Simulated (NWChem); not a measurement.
InF cation, doublet; SMILES of the neutral closed-shell parent [In][F]

```xyz
2

In     0.0000     0.0000    -0.3027
F      0.0000     0.0000     1.6480
```
Atoms are numbered in this order, from 1.

Computed with NWChem. Spin-unrestricted. Medium grid unless said otherwise, to which SCAN and Minnesota functionals are sensitive. Coordinates come from a PBE0/def2-SVP, spin-unrestricted optimisation. This spin state was assumed; another may lie lower. No stability test was run on the SCF state. def2 effective core potentials on In; no spin-orbit coupling.

Order these by “highest occupied level (eV)”, lowest first: OLYP/def2-SVP; M05-2X/def2-SVP; LC-wPBE (HJS exchange hole, range parameter 0.4 per bohr)/def2-SVP; B3LYP/def2-SVP.

LC-wPBE (HJS exchange hole, range parameter 0.4 per bohr)/def2-SVP (-18.24), M05-2X/def2-SVP (-16.70), B3LYP/def2-SVP (-15.54), OLYP/def2-SVP (-14.34)
